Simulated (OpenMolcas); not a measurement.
O²⁺: the spin-orbit constant, Slater's ratio, worked from levels

| Item | Value |
| --- | --- |
| Program | OpenMolcas |
| Basis | ANO-R3 [4s4p2d1f] |
| Scalar Hamiltonian | X2C, finite nucleus |
| Active space | 2 electrons in 3 orbitals (2p) |
| State averaging | 2S+1 = 3 even, 3 roots; 2S+1 = 1 even, 6 roots |
| Spin-orbit coupling | state interaction with AMFI integrals over the reference wave functions, term energies averaged over their components |

Methods: CASSCF; SS-CASPT2, IPEA 0.25 Eh, imaginary shift 0.1 Eh (closed shells correlated: 1s 2s).

**The spin-orbit constant.** For the Hund term ³P of p2, E(J) = (A/2) J(J+1) + constant and ζ = 2S·A = 2A. From J = 0 to J = 2 the energy changes by 3 A.

```csv
Source,E(2) - E(0),A,ζ
CASSCF,325.6,108.5,217
SS-CASPT2,325.8,108.6,217
```

All in cm-1. Both methods take the spin-orbit matrix elements from the reference wave functions, so the second can move ζ only through the term energies and any multistate remixing. Second-order mixing with other terms is absorbed into this ζ.

**Slater's ratio.** With one set of orbitals, p2 has ¹D - ³P = 6 F2 and ¹S - ¹D = 9 F2 (F2 = F²/25), a ratio of 3/2. Term energies are centres of gravity, weighted by 2J + 1.

```tsv
Source	¹D - ³P	¹S - ³P	F2 from the first	Ratio
CASSCF	22587	55996	3764	1.479
SS-CASPT2	20424	46453	3404	1.274
```

Energies in cm-1. A ratio away from 3/2 shows effects beyond one configuration with one set of orbitals, and in heavier atoms second-order spin-orbit shifts.

CASPT2 does not keep the components of a term degenerate, so their means are used; among the terms shown or strongly mixed into the levels shown the widest spread is 86 cm-1 (2s² 2p² ¹D, SS-CASPT2). With the s shell closed, the reference lacks s² → p² mixing. Levels of configurations outside the active space are missing.
